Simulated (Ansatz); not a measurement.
Ideal-gas functions of CH3BrMgS, SMILES `C[S][Mg][Br]` at 600 K and 1 bar, from an Ansatz frequency run at PBE0-D4/def2-TZVP.

Molar mass 151.31 g/mol, point group Cs (symmetry number 1), electronic degeneracy 1, moments of inertia 36.41, 691.677, 724.885 u Å². Harmonic wavenumbers (cm⁻¹, unscaled): 57, 73, 108, 160, 252, 542, 718, 961, 974, 1349, 1475, 1479, 3063, 3150, 3151.

Use S(trans) = R[1.5 ln M + 2.5 ln T − 1.1517]; rotational temperatures θ = 24.2544 K / I; S(rot) = R[ln(√π/σ · √(T³/θAθBθC)) + 1.5]; for each mode x = 1.438777 ν̃/T, S = R[x/(eˣ − 1) − ln(1 − e⁻ˣ)] and H = RT x/(eˣ − 1); 1 cm⁻¹ = 0.0119627 kJ/mol; R = 8.31446 J/(mol·K).

Problem. By hand: the entropy, in J/(mol·K).

Solution. Translation 186.0. Rotation: θ = 0.6661, 0.0351, 0.0335 K, giving 126.7. Vibration, mode by mode: 24.87, 22.81, 19.57, 16.33, 12.63, 6.70, 4.75, 3.00, 2.93, 1.44, 1.13, 1.12, 0.04, 0.04, 0.04, in all 117.4. Electronic 0.0. Sum 430.1 J/(mol·K).

Problem. By hand: H − E and G − E in kJ/mol, counted from the electronic energy.

Solution. Zero-point energy ½ × 17512 × 0.0119627 = 104.7; thermal vibration 29.9; translation, rotation and pV give 4 RT = 20.0. H − E = 154.6 kJ/mol, and G − E = 154.6 − 600 × 430.1/1000 = -103.5 kJ/mol.

Vibration gives 27 % of the entropy, 67.3 J/(mol·K) of it from the modes under 150 cm⁻¹: soft modes count most, and the harmonic formula is weakest for them. The sum counts one conformer and one mirror image; others add a mixing term.
